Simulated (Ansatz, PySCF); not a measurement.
Reaction (SMILES): CCCCC=O + H+ → CCCCC=[OH+]
Geometries: B3LYP-D3(BJ)/def2-TZVP minima from Ansatz (a program for electronic structure), one conformer each, not searched for the lowest.
Geometry of the first species:
SMILES: CCCCC=O
```xyz
16

C     -2.8458    -0.2890    -0.3223
C     -1.4366    -0.6095    -0.8115
C     -0.3516     0.0296     0.0516
C      1.0540    -0.2890    -0.4349
C      2.1628     0.3166     0.3806
O      2.0079     1.0084     1.3534
H     -2.9965    -0.6454     0.6993
H     -3.6035    -0.7559    -0.9539
H     -3.0261     0.7885    -0.3252
H     -1.2934    -1.6951    -0.8296
H     -1.3227    -0.2713    -1.8469
H     -0.4568    -0.3033     1.0875
H     -0.4861     1.1142     0.0746
H      1.2333    -1.3722    -0.4619
H      1.2041     0.0410    -1.4716
H      3.1871     0.0795     0.0192
```

Quantity: proton affinity (enthalpy at 298 K, with B3LYP-D3(BJ) rigid-rotor harmonic-oscillator terms from PySCF), positive where the reaction releases energy, in kcal/mol. Correlated levels leave the core frozen unless marked. No spin-orbit coupling. Non-relativistic. Basis-set limits of correlation are two-point, X^-3; Hartree-Fock from the larger set.

| level | program | proton affinity (kcal/mol) |
|---|---|---|
| HF/6-31G* | Ansatz | 191.4 |
| PBE-D3(BJ)/def2-TZVPD | Ansatz + dftd3 | 191.2 |
| BLYP-D4/def2-TZVPD | Ansatz + dftd4 | 188.9 |
| B2PLYP/def2-TZVPD | Ansatz | 188.8 |
| MP2/cc-pVDZ | Ansatz | 189.0 |
| MP2/CBS(cc-pVTZ,cc-pVQZ) | Ansatz | 187.0 |
| SCS-MP2/cc-pwCVTZ | Ansatz | 189.6 |
| CCSD/cc-pwCVTZ | Ansatz | 191.7 |
| CCSD(T)/6-31G* | Ansatz | 187.1 |
| CCSD(T)/CBS(cc-pVTZ,cc-pVQZ) | Ansatz | 189.3 |
